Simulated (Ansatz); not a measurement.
Reaction (redistribution): `NC[SiH](N)N` + `FC(F)=N[SiH3]` → `N[SiH](N)F` + `NC/C(F)=N/[SiH3]`

Program: Ansatz. Geometries: PBE0-D4/def2-TZVP. ΔE: electronic, gas phase. CCSD(T)/CBS is the MP2 limit (def2-TZVPP, def2-QZVPP) plus CCSD(T) − MP2 in def2-TZVPP, frozen cores. DFT in def2-TZVPP. B3LYP here is the variant with VWN-RPA as its local correlation; programs differ in this. Each species was taken in one conformer, which may not be the lowest.

```tsv
level	ΔE (kJ/mol)
PBE0-D4	-209.0
B3LYP	-220.4
HF/def2-TZVPP	-234.4
HF/def2-QZVPP	-235.9
```

(1) What does CCSD(T)/CBS give? (An estimate is asked.)

Largest T1 diagnostic among the species: 0.013.

## Answers

(1) The calculation gave: -228.4 kJ/mol. The listed levels differ from it by 19.4, 8.0, -6.0, -7.5 kJ/mol.

In def2-TZVPP, CCSD(T) changes the Hartree–Fock value by +11.4 kJ/mol (the triples alone add +2.3 kJ/mol) and MP2 by +6.3 kJ/mol. From PBE to PBE0 (25 % exact exchange), in def2-TZVPP and without D4, ΔE moves by −7.2 kJ/mol.
